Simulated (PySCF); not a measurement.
**Basis and Hamiltonian dependence of the ionisation energy of Ti**

Ti [Ar] 3d2 4s2 (3F) → Ti+ [Ar] 3d2 4s1 (4F). Calculated with PySCF 2.14 from differences of total energies of unrestricted determinants, without spin-orbit coupling. Values in eV.

| basis | Hamiltonian | functions | UHF | PBE | PBE0 | MP2 (valence) | CCSD(T) (valence) | CCSD(T) (valence and next inner shell) |
| --- | --- | --- | --- | --- | --- | --- | --- | --- |
| def2-SVP | non-relativistic | 31 | 5.529 | 6.656 | 6.551 | 6.134 | n/a | n/a |
| jorge-DZP-DKH | spin-free X2C | 43 | 5.524 | 6.623 | 6.522 | 6.192 | n/a | n/a |
| Sapporo-DKH3-DZP-2012 | spin-free X2C | 43 | 5.573 | n/a | 6.595 | 6.309 | n/a | n/a |
| def2-TZVP | non-relativistic | 45 | 5.530 | 6.662 | 6.542 | 6.227 | n/a | n/a |
| x2c-TZVPall | spin-free X2C | 48 | 5.561 | n/a | n/a | 6.289 | n/a | n/a |
| aug-cc-pVDZ-DK | spin-free X2C | 59 | 5.563 | 6.674 | 6.560 | 6.313 | 6.627 | n/a |
| x2c-TZVPPall | spin-free X2C | 64 | 5.560 | 6.707 | 6.584 | 6.351 | 6.658 | 6.787 |
| jorge-TZP-DKH | spin-free X2C | 65 | 5.556 | n/a | n/a | n/a | n/a | 6.724 |
| cc-pVTZ | non-relativistic | 68 | 5.524 | 6.645 | n/a | 6.306 | n/a | n/a |
| def2-QZVPPD | non-relativistic | 93 | 5.524 | 6.637 | 6.521 | 6.337 | 6.626 | 6.750 |
| x2c-QZVPPall | spin-free X2C | 96 | 5.556 | 6.682 | 6.564 | 6.377 | 6.668 | 6.795 |
| aug-cc-pVTZ with one added diffuse shell each of s, p, d, f, g type | non-relativistic | 118 | 5.525 | 6.645 | 6.527 | 6.340 | n/a | n/a |
| aug-cc-pwCVTZ | non-relativistic | 127 | 5.524 | 6.640 | 6.524 | 6.347 | n/a | 6.752 |
| aug-cc-pwCVTZ-DK with one added diffuse shell each of s, p, d, f, g type | spin-free X2C | 152 | 5.557 | n/a | n/a | n/a | n/a | n/a |

Frozen in the all-electron rows: valence: [Ar]; valence and next inner shell: [Ne].

Non-relativistic rows lack the scalar-relativistic shift.

Reference for a calculation without spin-orbit coupling: 6.828 eV (measured, between term centres; NIST).
